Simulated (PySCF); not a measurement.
## EPR parameters of C7H8N

C7H8N (doublet state).
Z-matrix (Å and degrees, GFN2-xTB geometry), rows numbered from 1:
```
N 
C   1  1.3949
C   2  1.5055  1  118.69
C   3  1.3896  2  121.03  1  -131.47
C   4  1.3837  3  120.43  2   178.72
C   5  1.3847  4  120.16  3     0.07
C   6  1.3850  5  119.80  4     0.13
C   7  1.3824  6  120.01  5    -0.08
H   1  1.0178  2  112.26  3    -1.46
H   2  1.1087  1  106.53  3   123.61
H   2  1.1047  1  107.44  3  -126.60
H   4  1.0812  3  119.69  2    -0.95
H   5  1.0803  4  119.82  3  -179.86
H   6  1.0799  5  120.13  4  -179.97
H   7  1.0801  6  120.15  5   179.82
H   8  1.0817  3  119.37  2     1.78
```

The hyperfine couplings belong to this conformer and change with its torsions.

As a line formula: `[NH]CC1=CC=CC=C1` [radical].

Computed, not measured: UKS B3LYP, pcH-1 on C H N, non-relativistic, mean-field spin-orbit, GIAO in PySCF. One conformer (not necessarily the lowest) at the GFN2-xTB geometry, without solvent, vibrations or thermal averaging. The geometry wasn't refined by DFT: couplings that depend on bond lengths, twists or pyramidal angles can differ widely from those at the functional's own minimum. Stability of the SCF solution: not tested.

```
g1, g2, g3                      : 2.00213, 2.00379, 2.00747
g_iso                           : 2.00446
Form of g                       : rhombic: the two nearest values differ by 31 % of g3 − g1
⟨S²⟩                            : 0.7536 (exact 0.7500)
α and β electrons               : 29, 28
HOMO–LUMO gap, α and β orbitals : 6.26, 4.39 eV
Total energy                    : -326.26517 Eh
Basis functions                 : 280
```

Hyperfine couplings atom by atom, in mT; T1 to T3 are the principal values of the dipolar part (MHz turned into mT with g_iso):

```json
{"atom": "N1", "isotope": "14N", "a_iso": "1.12", "T1": "-1.55", "T2": "-1.52", "T3": "3.08", "Mulliken spin population": "0.96"}
{"atom": "C2", "isotope": "13C", "a_iso": "-1.35", "T1": "-0.19", "T2": "0.05", "T3": "0.14", "Mulliken spin population": "-0.09"}
{"atom": "C3", "isotope": "13C", "a_iso": "-0.07", "T1": "-0.04", "T2": "-0.03", "T3": "0.06", "Mulliken spin population": "0.01"}
{"atom": "C4", "isotope": "13C", "a_iso": "0.05", "T1": "-0.03", "T2": "-0.01", "T3": "0.04", "Mulliken spin population": "0.00"}
{"atom": "C5", "isotope": "13C", "a_iso": "0.02", "T1": "-0.01", "T2": "-0.01", "T3": "0.01", "Mulliken spin population": "0.00"}
{"atom": "C6", "isotope": "13C", "a_iso": "0.01", "T1": "-0.01", "T2": "0.00", "T3": "0.01", "Mulliken spin population": "0.00"}
{"atom": "C7", "isotope": "13C", "a_iso": "0.00", "T1": "-0.01", "T2": "-0.01", "T3": "0.02", "Mulliken spin population": "0.00"}
{"atom": "C8", "isotope": "13C", "a_iso": "-0.04", "T1": "-0.04", "T2": "0.00", "T3": "0.04", "Mulliken spin population": "0.00"}
{"atom": "H9", "isotope": "1H", "a_iso": "-2.14", "T1": "-1.87", "T2": "-0.31", "T3": "2.19", "Mulliken spin population": "-0.03"}
{"atom": "H10", "isotope": "1H", "a_iso": "6.68", "T1": "-0.27", "T2": "-0.14", "T3": "0.41", "Mulliken spin population": "0.08"}
{"atom": "H11", "isotope": "1H", "a_iso": "5.56", "T1": "-0.26", "T2": "-0.13", "T3": "0.39", "Mulliken spin population": "0.07"}
{"atom": "H12", "isotope": "1H", "a_iso": "0.02", "T1": "-0.06", "T2": "-0.05", "T3": "0.11", "Mulliken spin population": "0.00"}
{"atom": "H13", "isotope": "1H", "a_iso": "0.00", "T1": "-0.02", "T2": "-0.02", "T3": "0.03", "Mulliken spin population": "0.00"}
{"atom": "H14", "isotope": "1H", "a_iso": "0.01", "T1": "-0.01", "T2": "-0.01", "T3": "0.02", "Mulliken spin population": "0.00"}
{"atom": "H15", "isotope": "1H", "a_iso": "0.00", "T1": "-0.02", "T2": "-0.02", "T3": "0.04", "Mulliken spin population": "0.00"}
{"atom": "H16", "isotope": "1H", "a_iso": "0.04", "T1": "-0.12", "T2": "-0.10", "T3": "0.22", "Mulliken spin population": "0.00"}
```

Largest spin populations (Mulliken): N1 (+0.96), C2 (-0.09), H10 (+0.08) and H11 (+0.07). No atom but N1 exceeds +0.15.

Under fast tumbling the dipolar parts average out, and these isotropic splittings remain: 2 × 1H (H10/H11, I = 1/2, 3 lines) with 6.12 mT, 1 × 1H (H9, I = 1/2, 2 lines) with 2.14 mT, 1 × 14N (N1, I = 1, 3 lines) with 1.12 mT and 2 × 1H (H12/H16, I = 1/2, 3 lines) with 0.03 mT.

Nuclei that the bonding pattern makes equivalent are averaged, as if the motion that swaps them (rotation, inversion, ring flip) were fast. The 1H value of +171.7 MHz is a mean of couplings from 155.9 to 187.5 MHz in this one geometry, not an average over conformers.

The 13C coupling of C2 (-37.7 MHz) shows only in satellite lines or after enrichment, since that isotope makes up about 1.07 % of natural carbon.
